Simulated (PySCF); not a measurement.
## MBe for M along the halogens

CCSD(T) with triple-zeta basis sets in PySCF, for the lowest determinant that a PBE0 search found; no spin–orbit coupling. De refers to high-spin ground-configuration atoms.

```
 M         basis  reference, frozen orbitals  state (unpaired electrons)  Re (Å)  ωe (cm⁻¹)  De (eV)
 F  x2c-TZVPPall                      UHF, 1               doublet (σ ↑)   1.375       1228     5.45
Cl    def2-TZVPP                      UHF, 5               doublet (σ ↑)   1.824        820     3.62
Br  x2c-TZVPPall                      UHF, 9               doublet (σ ↑)   1.978        693     3.02
 I    def2-TZVPP                      UHF, 4               doublet (σ ↑)   2.205        596     2.30
```

**Question.** By what factor does the well depth vary along the series?

**Answer.** At CCSD(T) it runs from 2.30 eV (BeI) to 5.45 eV (BeF), a factor of 2.37.

The rows differ in basis set, which adds steps of its own.

Down a group the atoms grow and get heavier, so bonds lengthen and wavenumbers fall; this series shows no clear exception.

Correlated steps freeze the inner cores (1 to 9 orbitals); shallow outer-core shells are correlated. These are scalar-relativistic numbers at best; spin–orbit coupling would shift them, the dissociation energy most. States were picked by a PBE0 search and need not be the measured ground states.
